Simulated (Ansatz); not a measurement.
Cost and result for the atomization energy of C2H4BI (`IC1BC1`) (8 atoms, 8 bonds).

| atom | x (Å) | y (Å) | z (Å) |
| --- | --- | --- | --- |
| I1 | 1.045 | -0.690 | 2.042 |
| C2 | 0.416 | -0.655 | 0.011 |
| B3 | -0.996 | -0.121 | 0.126 |
| C4 | 0.103 | 0.754 | -0.482 |
| H5 | 0.904 | -1.417 | -0.581 |
| H6 | -2.108 | -0.316 | 0.476 |
| H7 | 0.087 | 0.816 | -1.572 |
| H8 | 0.548 | 1.630 | -0.021 |

Charge 0, multiplicity 1. Correlated methods include outer-core shells of I, which these sets cover unevenly. I: def2 effective core potential. All single points use the PBE0-D4/def2-TZVP geometry. Program: Ansatz. All runs use 2 threads of an Arm Neoverse V2 on a shared host. Times are those of one run each, without the atoms' runs, and a repeat can differ threefold. Electronic energies, without spin–orbit coupling; frozen cores. CCSD(T)/CBS adds CCSD(T) − MP2 in def2-TZVPP to the MP2 limit, and its time is that of the two runs behind it. T1 = 0.010. With those shells the extrapolation isn't a true limit. HSE06 is the plane-wave form, built on full-range PBE exchange.

CCSD(T)/CBS is a level of theory with its own doubt, some kJ/mol a heavy atom from the limit and from the frozen cores, so smaller differences don't rank the functionals.

| level | functions | wall time | atomization (kcal/mol) | difference from CCSD(T)/CBS | per bond |
| --- | --- | --- | --- | --- | --- |
| revPBE-D4/def2-TZVPP | 199 | 2.5 s | 688.5 | 5.1 | 0.6 |
| PBE-D4/def2-TZVPP (with forces) | 199 | 3.2 s | 706.8 | 23.4 | 2.9 |
| PBE0-D4/def2-TZVPP | 199 | 3.3 s | 695.6 | 12.2 | 1.5 |
| HSE06-D4/def2-TZVPP | 199 | 3.5 s | 696.1 | 12.7 | 1.6 |
| CAM-B3LYP-D4/def2-TZVPP | 199 | 3.9 s | 685.7 | 2.3 | 0.3 |
| CCSD(T)/def2-SVP | 88 | 6 s | 649.4 | -34.0 | -4.3 |
| PBE-QIDH/def2-TZVPP | 199 | 7 s | 688.6 | 5.2 | 0.6 |
| B2PLYP/def2-TZVPP | 199 | 7.5 s | 678.0 | -5.4 | -0.7 |
| ωB97X-V/def2-TZVPP | 199 | 9.5 s | 685.5 | 2.1 | 0.3 |
| B97M-V/def2-TZVPP | 199 | 13 s | 689.7 | 6.3 | 0.8 |
| MP2/def2-QZVPP | 373 | 20 s | 693.0 | 9.6 | 1.2 |
| CCSD(T)/def2-TZVPP | 199 | 2 min | 665.5 | -17.9 | -2.2 |
| CCSD(T)/CBS(def2) | – | 2.3 min | 683.4 | 0.0 | 0.0 |

The D4 term adds +6.7 kcal/mol with B3LYP and +3.4 kcal/mol with PBE0; it sums over pairs of atoms, weighted by their polarisabilities, and B3LYP, whose exchange is more repulsive, gets the larger term. From PBE to PBE0 (25 % exact exchange), in def2-TZVPP and without D4, the atomization energy moves by −10.6 kcal/mol: exact exchange takes away binding that semilocal exchange gives to molecules. Leaving LDA and LC-ωPBE aside and taking each functional with its dispersion term where it has one, the values, not all of them listed here, spread over 40.6 kcal/mol, from BHLYP-D4 to PBE-D4. LDA lies +89.6 kcal/mol from PBE without D4, its usual overbinding.

B3LYP here is the variant with VWN-RPA as its local correlation; programs differ in this.

Spin–orbit coupling would lower the free I atoms strongly, and the atomization energy with them, by more than many differences here.
